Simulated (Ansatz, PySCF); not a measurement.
Dissociation curve of SeMg, lowest singlet found (which spin is the ground state isn't settled by this scan).

Methods: UKS-PBE0 = unrestricted PBE0/cc-pVDZ in Ansatz (a first-principles code); RKS-PBE0 = restricted PBE0/cc-pVDZ (Ansatz); UKS-PBE = unrestricted PBE/cc-pVDZ (Ansatz); RKS-PBE = restricted PBE/cc-pVDZ run with Ansatz; UKS-B3LYP/6-31G* = unrestricted B3LYP/6-31G*, spherical d (PySCF 2.14.0); RKS-B3LYP/6-31G* = restricted B3LYP/6-31G*, spherical d run with PySCF.

Scanned distances (Å): 1.88, 2.06, 2.16, 2.25, 2.36, 2.46, 2.58, 2.62.

Q: Where does the unrestricted solution first break spin symmetry (<S²> of 0.01 or more)?

A: UKS-PBE0: between 2.25 and 2.36 Å; UKS-PBE: between 2.25 and 2.36 Å; UKS-B3LYP/6-31G*: between 2.16 and 2.25 Å.

| R / Å | <S²> UKS-PBE0 | E(RKS-PBE0) − E(UKS-PBE0) / kcal/mol | <S²> UKS-PBE | E(RKS-PBE) − E(UKS-PBE) / kcal/mol | <S²> UKS-B3LYP/6-31G* | E(RKS-B3LYP/6-31G*) − E(UKS-B3LYP/6-31G*) / kcal/mol |
|---|---|---|---|---|---|---|
| 1.88 | 0.00 | 0.0 | 0.00 | 0.0 | 0.00 | 0.0 |
| 2.06 | 0.00 | 0.0 | 0.00 | 0.0 | 0.00 | 0.0 |
| 2.16 | 0.00 | 0.0 | 0.00 | 0.0 | 0.00 | 0.0 |
| 2.25 | 0.00 | 0.0 | 0.00 | 0.0 | 0.01 | 0.0 |
| 2.36 | 0.19 | 0.2 | 0.20 | 0.3 | 0.21 | 0.3 |
| 2.46 | 0.61 | 1.2 | 0.35 | 0.9 | 0.35 | 0.9 |
| 2.58 | 0.99 | 4.5 | 0.49 | 2.0 | 0.72 | 2.4 |
| 2.62 | 1.01 | 5.8 | 0.57 | 2.4 | 0.81 | 3.2 |
